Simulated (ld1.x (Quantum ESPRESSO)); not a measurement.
**Pseudopotential generation for Tl: PAW, PBE, scalar-relativistic.**

ld1.x (Quantum ESPRESSO) 7.5 was run on this input:

```
&input
   title='Tl', zed=81., rel=1, dft='PBE', iswitch=3,
   config='[Xe] 4f14 5d10 6s2 6p0.5',
   nld=3, rlderiv=3.55, eminld=-3.0, emaxld=5.0, deld=0.02
 /
 &inputp
   pseudotype=3, lpaw=.true., tm=.true., lloc=-1, rcloc=2.60,
   nlcc=.true., rcore=1.75,
   which_augfun='BESSEL', rmatch_augfun=1.60,
   file_pseudopw='Tl.UPF', file_wfcaegen='ae.wfc', file_wfcncgen='nc.wfc', file_beta='beta', file_chi='chi', file_wfcusgen='us.wfc'
 /
6
6S  1  0   2.00   0.00  2.00  2.20  0.0
6S  1  0   0.00   0.45  2.00  2.20  0.0
6P  2  1   0.50   0.00  2.50  3.25  0.0
6P  2  1   0.00   2.35  2.50  3.25  0.0
5D  3  2  10.00   0.00  2.00  2.15  0.0
5D  3  2   0.00  -1.05  2.00  2.15  0.0
 &test
   configts(1)='5d10 6s2 6p0.5'
 /
```

Command:

```bash
ld1.x < Tl.in > Tl.out
```

The program printed (shortened: banner, matrices, multipoles, cross overlaps and the repeated all-electron block are left out):

```
Program LD1 v.7.5
     --------------------------- All-electron run ----------------------------

     Tl
     scalar relativistic calculation

     atomic number is 81.00
     dft =PBE   lsd =0 sic =0 latt =0  beta=0.20 tr2=1.0E-14
     Exchange-correlation= PBE
                           (   1   4   3   4   0   0   0)
     mesh =1281 r(mesh) = 100.03807 a.u. xmin = -7.00 dx = 0.01250
     1 Ry =  13.60569312 eV, c = 137.03599908

     n l     nl                  e(Ry)          e(Ha)          e(eV)
     1 0     1S 1( 2.00)     -6294.5837     -3147.2918    -85642.1736
     2 0     2S 1( 2.00)     -1120.9270      -560.4635    -15250.9884
     2 1     2P 1( 6.00)      -963.9260      -481.9630    -13114.8816
     3 0     3S 1( 2.00)      -267.7470      -133.8735     -3642.8830
     3 1     3P 1( 6.00)      -222.5711      -111.2856     -3028.2342
     4 0     4S 1( 2.00)       -59.9547       -29.9774      -815.7253
     4 1     4P 1( 6.00)       -45.1503       -22.5752      -614.3012
     3 2     3D 1(10.00)      -175.8273       -87.9137     -2392.2526
     5 0     5S 1( 2.00)        -9.8788        -4.9394      -134.4081
     5 1     5P 1( 6.00)        -5.8439        -2.9219       -79.5096
     4 2     4D 1(10.00)       -27.8140       -13.9070      -378.4284
     4 3     4F 1(14.00)        -8.6310        -4.3155      -117.4312
     5 2     5D 1(10.00)        -1.3886        -0.6943       -18.8931
     6 0     6S 1( 2.00)        -0.9367        -0.4683       -12.7444
     6 1     6P 1( 0.50)        -0.3759        -0.1879        -5.1141

     final scf error:  5.2E-16 reached in  26 iterations

     Etot =  -40491.764317 Ry,  -20245.882159 Ha, -550918.519310 eV

     Ekin =   45624.184376 Ry,   22812.092188 Ha,  620748.651604 eV
     Encl = -100980.582590 Ry,  -50490.291295 Ha,-1373910.818097 eV
     Eh   =   15621.109940 Ry,    7810.554970 Ha,  212536.028085 eV
     Exc  =    -756.476043 Ry,    -378.238022 Ha,  -10292.380902 eV

     normalization and overlap integrals

     s(1S/1S) =  1.000000  <r> =   0.0163  <r2> =    0.0004  r(max) =   0.0100
     s(2S/2S) =  1.000000  <r> =   0.0687  <r2> =    0.0056  r(max) =   0.0582
     s(2P/2P) =  1.000000  <r> =   0.0623  <r2> =    0.0048  r(max) =   0.0482
     s(3S/3S) =  1.000000  <r> =   0.1775  <r2> =    0.0361  r(max) =   0.1642
     s(3P/3P) =  1.000000  <r> =   0.1793  <r2> =    0.0373  r(max) =   0.1642
     s(4S/4S) =  1.000000  <r> =   0.3916  <r2> =    0.1730  r(max) =   0.3699
     s(4P/4P) =  1.000000  <r> =   0.4176  <r2> =    0.1981  r(max) =   0.3889
     s(3D/3D) =  1.000000  <r> =   0.1624  <r2> =    0.0309  r(max) =   0.1327
     s(5S/5S) =  1.000000  <r> =   0.8770  <r2> =    0.8622  r(max) =   0.8030
     s(5P/5P) =  1.000000  <r> =   1.0077  <r2> =    1.1468  r(max) =   0.9099
     s(4D/4D) =  1.000000  <r> =   0.4398  <r2> =    0.2233  r(max) =   0.3938
     s(4F/4F) =  1.000000  <r> =   0.4677  <r2> =    0.2629  r(max) =   0.3563
     s(5D/5D) =  1.000000  <r> =   1.3872  <r2> =    2.2618  r(max) =   1.1113
     s(6S/6S) =  1.000000  <r> =   2.4350  <r2> =    6.7451  r(max) =   2.0504
     s(6P/6P) =  1.000000  <r> =   3.5122  <r2> =   14.3163  r(max) =   2.8026

     ------------------------ End of All-electron run ------------------------

     --------------------- Generating PAW atomic setup --------------------

      Generating local potential from pseudized AE potential:
      Matching radius rcloc =   2.6000

      Local pseudo, rcloc= 2.600 Estimated cut-off energy=     3.59 Ry

      Computing core charge for nlcc:

       r > 1.76 : true rho core
       r < 1.76 : rho core = a sin(br)/r    a=   1.39  b=   1.59

      Integrated core pseudo-charge :   1.82
      Wfc-us  6S rcutus= 2.183  Estimated cut-off energy=     9.55 Ry
      Wfc-us  6S rcutus= 2.183  Estimated cut-off energy=    12.01 Ry
      Wfc-us  6P rcutus= 3.256  Estimated cut-off energy=     7.25 Ry
      Wfc-us  6P rcutus= 3.256  Estimated cut-off energy=    15.43 Ry
      Wfc-us  5D rcutus= 2.129  Estimated cut-off energy=    26.44 Ry
      Wfc-us  5D rcutus= 2.129  Estimated cut-off energy=    30.49 Ry

     Required augmentation: BESSEL   radius:    1.600000
     Suggested rho cutoff for augmentation:  37.97 Ry

     Estimated PAW energy = -836.480537 Ryd

     ------------------- End of pseudopotential generation -------------------

     Computing logarithmic derivative in   3.53184
     Computing logarithmic derivative in   3.53184
     Computing the partial wave expansion
     R is outside the sphere for l=    0 j= 0.00
     R is outside the sphere for l=    0 j= 0.00
     R is outside the sphere for l=    1 j= 0.00
     R is outside the sphere for l=    1 j= 0.00
     R is outside the sphere for l=    2 j= 0.00
     R is outside the sphere for l=    2 j= 0.00

     ---------------------- Testing the pseudopotential ----------------------

     Tl
     scalar relativistic calculation

     atomic number is 81.00   valence charge is 13.00
     dft = SLA  PW   PBX  PBC   lsd =0 sic =0 latt =0  beta=0.20 tr2=1.0E-14
     mesh =1281 r(mesh) = 100.03807 xmin = -7.00 dx = 0.01250

     n l     nl             e AE (Ry)        e PS (Ry)    De AE-PS (Ry)
     3 2     5D   1(10.00)       -1.38862       -1.38862        0.00000
     1 0     6S   1( 2.00)       -0.93669       -0.93670        0.00000
     2 1     6P   1( 0.50)       -0.37588       -0.37588        0.00000

     eps = 4.0E-16  iter =  3

     Etot =  -40491.764317 Ry,  -20245.882159 Ha, -550918.519310 eV
     Etotps =  -836.480535 Ry,    -418.240268 Ha,  -11380.897468 eV

     Ekin =     224.962190 Ry,     112.481095 Ha,    3060.766524 eV
     Encl =    -393.454450 Ry,    -196.727225 Ha,   -5353.220507 eV
     Ehrt =      88.487765 Ry,      44.243883 Ha,    1203.937377 eV
     Ecxc =    -756.476040 Ry,    -378.238020 Ha,  -10292.380861 eV
     (Ecc =      -1.356456 Ry,      -0.678228 Ha,     -18.455520 eV)

     ---------------------- End of pseudopotential test ----------------------
```

Generation and configuration tests took about 1.8 s on one core of a shared server CPU.
